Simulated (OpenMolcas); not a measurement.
**V4+: effect of the metal basis and ligand basis**

V4+ with 6 ligands (chloride) in octahedral coordination (Oh) at 2.34 Å. A charge of +0.333 e stands 2.4 Å behind each ligand.

```yaml
Program: OpenMolcas
Method: CASSCF
Spin-orbit_coupling: RASSI with atomic mean-field integrals over the reference wave functions
```

Fixed: active space 1 electron in 5 orbitals (3d), DKH2 Hamiltonian.

States (labels of O, the rotations of Oh). Energies in cm-1 above the lowest state or level, χT in cm3 K/mol; under a threefold ground state the first gap can be a small split of the lowest multiplet, not the spin-orbit step; 10Dq is the gap between the two states.

```json
{"Run": "A", "Metal basis": "ANO-RCC-VDZP", "Ligand basis": "ANO-RCC-VDZP", "Ground state": "2T2", "First state of that spin": "2E 15513", "10Dq": "15513", "First gap with spin-orbit (degeneracies)": "329.1 (4, 2)", "χT at 300 K": "0.370", "Cost": "roughly 11 core-seconds"}
{"Run": "B", "Metal basis": "ANO-RCC-VTZP", "Ligand basis": "ANO-RCC-VDZP", "Ground state": "2T2", "First state of that spin": "2E 15386", "10Dq": "15386", "First gap with spin-orbit (degeneracies)": "325.9 (4, 2)", "χT at 300 K": "0.373", "Cost": "roughly 19 core-seconds"}
{"Run": "C", "Metal basis": "ANO-RCC-VTZP", "Ligand basis": "ANO-RCC-VTZP", "Ground state": "2T2", "First state of that spin": "2E 15429", "10Dq": "15429", "First gap with spin-orbit (degeneracies)": "324.9 (4, 2)", "χT at 300 K": "0.373", "Cost": "roughly 70 core-seconds"}
```

Against A, |10Dq| changes by -0.8 % in B, -0.5 % in C.

Costs are those of the RASSCF and RASSI steps.

An orbital triplet at a regular site is open to Jahn-Teller coupling, which can distort the site and quench the lowest spin-orbit gaps and is left out. Ligand-to-metal charge-transfer states are missing. With metal d orbitals alone and no dynamic correlation the field as a rule comes out too small, by tens of per cent, by up to half for chloride and softer ligands. The least metal-like active orbital is 75 % on the metal (Löwdin) and no ligand orbital is active, so the numbers are rough (holds for A). The least metal-like active orbital is 76 % on the metal (Löwdin) and no ligand orbital is active, so the numbers are rough (holds for B). The least metal-like active orbital is 74 % on the metal (Löwdin) and no ligand orbital is active, so the numbers are rough (holds for C). No measured value stands beside these numbers; the geometry is a model, was not optimised and need not be the one that this ion takes.
